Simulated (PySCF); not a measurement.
SMILES C[O][Al]([CH3])[CH3] (C3H9AlO) (GFN2-xTB optimised geometry):

```
14

C      2.337     0.005     0.001
O      0.942     0.002     0.000
Al    -0.713     0.002     0.000
C     -1.627     1.780     0.000
C     -1.627    -1.777     0.000
H      2.713     1.017     0.169
H      2.715    -0.647     0.792
H      2.714    -0.355    -0.961
H     -1.347     2.375     0.874
H     -2.715     1.695     0.001
H     -1.349     2.374    -0.875
H     -2.714    -1.693     0.008
H     -1.340    -2.375     0.870
H     -1.353    -2.368    -0.879
```

Calculation: B3LYP/def2-TZVP (PySCF).

Question: What are the frontier orbital energies and the dipole moment?

Answer: HOMO-2 -8.04 eV, HOMO-1 -7.83 eV, HOMO -6.91 eV, LUMO -0.20 eV, LUMO+1 -0.01 eV; dipole moment 0.59 D.

On the same geometry PBE/def2-TZVP (PySCF) gives HOMO-2 -6.80 eV, HOMO-1 -6.54 eV, HOMO -5.78 eV, LUMO -0.75 eV, LUMO+1 -0.48 eV; dipole moment 0.54 D.

Meta-Löwdin charges at B3LYP/def2-TZVP: C1 -0.09, O2 -0.63, Al3 0.98, C4 -0.65, C5 -0.65, H6 0.10, H7 0.10, H8 0.10, H9 0.12, H10 0.12, H11 0.12, H12 0.12, H13 0.12, H14 0.12.
